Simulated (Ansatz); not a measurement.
Program: Ansatz. Geometries: PBE0-D4/def2-TZVP. ΔE: electronic, gas phase. CBS: MP2 limit from def2 TZ/QZ plus the TZ coupled-cluster correction, frozen cores. Functionals use def2-TZVPP. One conformer a species, not always the lowest.

Consider the formal exchange of groups at a C–B bond: `COBCCl` + `CC(C)Cl` → `CC(Cl)CCCl` + `BOC`.

`COBCCl`:

Cartesian coordinates in Å:
```
C -0.790 1.749 0.396
O -0.039 0.764 -0.285
B 0.182 -0.452 0.236
C 0.968 -1.500 -0.638
Cl -0.253 -2.756 -1.042
H -1.100 1.399 1.385
H -1.673 1.992 -0.197
H -0.179 2.647 0.501
H -0.231 -0.735 1.328
H 1.773 -2.007 -0.106
H 1.344 -1.102 -1.579
```

`CC(C)Cl`:

```xyz
11

C    -0.583    0.793    0.836
C    -0.430   -0.320   -0.173
C     0.951   -0.390   -0.781
Cl   -0.812   -1.896    0.618
H    -1.587    0.808    1.260
H     0.135    0.675    1.651
H    -0.397    1.755    0.350
H    -1.183   -0.225   -0.957
H     1.170    0.547   -1.301
H     1.706   -0.537   -0.005
H     1.028   -1.209   -1.497
```

`CC(Cl)CCCl`:

Cartesian coordinates in Å:
```
C -0.125 -1.929 -0.406
C 0.411 -0.517 -0.447
Cl 2.129 -0.521 0.101
C -0.403 0.439 0.402
C 0.058 1.873 0.299
Cl -0.998 2.949 1.252
H 0.485 -2.597 -1.016
H -0.135 -2.308 0.617
H -1.149 -1.945 -0.791
H 0.456 -0.159 -1.478
H -1.445 0.372 0.071
H -0.377 0.114 1.446
H 1.069 1.997 0.682
H 0.024 2.232 -0.731
```

`BOC`:

```xyz
8

B    -0.638   -1.143   -0.328
O     0.519   -0.503   -0.120
C     0.573    0.860    0.250
H    -1.684   -0.559   -0.203
H    -0.572   -2.296   -0.638
H    -0.430    1.287    0.337
H     1.091    0.945    1.207
H     1.140    1.408   -0.505
```

| level | ΔE (kJ/mol) |
| --- | --- |
| ωB97X-V | 38.1 |
| B2PLYP | 42.3 |
| SCS-MP2/def2-QZVPP | 36.1 |
| HF/CBS(def2) | 42.7 |

Problem. What does CCSD(T)/CBS give? (Estimate.)

Solution. The calculation gave: +38.2 kJ/mol. The listed levels differ from it by -0.1, 4.1, -2.1, 4.5 kJ/mol.

Largest T1 diagnostic among the species: 0.014.

The D4 term adds −4.3 kJ/mol with B3LYP and −2.5 kJ/mol with PBE0; it sums over pairs of atoms, weighted by their polarisabilities, and B3LYP, whose exchange is more repulsive, gets the larger term. In def2-TZVPP, CCSD(T) changes the Hartree–Fock value by −4.8 kJ/mol (the triples alone add −1.0 kJ/mol) and MP2 by −7.0 kJ/mol.

B3LYP here is the variant with VWN-RPA as its local correlation; programs differ in this.
